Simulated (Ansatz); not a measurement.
Isolated molecules relaxed with PBE0-D4/def2-TZVP in Ansatz; ΔE leaves out vibrations. CCSD(T)/CBS adds triple-zeta CCSD(T) − MP2 to the extrapolated MP2 energy (def2 sets, frozen cores). This one scheme is used for every species. DFT in def2-TZVPP. Each species was taken in one conformer, which may not be the lowest.

Reaction (ligand exchange at the Si–C bond): `C[SiH](O)C=O` + CH₃OH → `CO[SiH](O)C=O` + CH₄

CCSD(T)/CBS gives -111.8 kJ/mol.

Problem. Another level gave -110.3 kJ/mol. Which?
A. PBE-D4/def2-TZVPP
B. HF/def2-TZVPP
C. r2SCAN/def2-TZVPP
D. MP2/def2-TZVPP

Solution. C. r2SCAN -110.3, PBE-D4 -100.7, MP2/def2-TZVPP -114.8, HF/def2-TZVPP -124.4 kJ/mol.

Largest T1 diagnostic among the species: 0.014.

In def2-TZVPP, CCSD(T) changes the Hartree–Fock value by +11.5 kJ/mol (the triples alone add +0.9 kJ/mol) and MP2 by +9.6 kJ/mol.
